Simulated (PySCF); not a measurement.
Bi(Br)(TeH)2 (BiBrH2Te2), SMILES [Br][Bi]([TeH])[TeH].

Geometry: B3LYP-D3(BJ)/def2-SVP. The structure was generated by enumeration; whether it is a known compound was not checked. The def2 effective core potentials stand for the cores of Bi, Te; spin–orbit coupling is left out.

Two levels are set side by side: TDDFT-PBE/def2-SVPD (PySCF) and TDDFT-B3LYP/def2-SVPD (PySCF). Vertical, same geometry. The lowest singlet is HOMO→LUMO 96 % with PBE and HOMO→LUMO 91 % with the other functional; states are paired by order. Differences are taken from unrounded values.

```json
[
 {"quantity": "lowest singlet excitation (eV)", "TDDFT-B3LYP": "2.78"},
 {"quantity": "lowest triplet excitation (TDA) (eV)", "TDDFT-B3LYP": "2.47"}
]
```

Problem. What does TDDFT-PBE give, and how far is it from TDDFT-B3LYP? (An estimate is asked for; the answer gives what the named calculation found.)

Solution. 
```
quantity                              TDDFT-PBE  TDDFT-PBE minus TDDFT-B3LYP
------------------------------------  ---------  ---------------------------
lowest singlet excitation (eV)             2.48                        -0.30
lowest triplet excitation (TDA) (eV)       2.29                        -0.18
```

A lower first singlet is the usual sign of a functional without exact exchange. Differences between two approximate levels are no errors against the true value.

Rough cost on one machine, each run with all the roots and properties that it gave: TDDFT-B3LYP against TDDFT-PBE about 4 times.
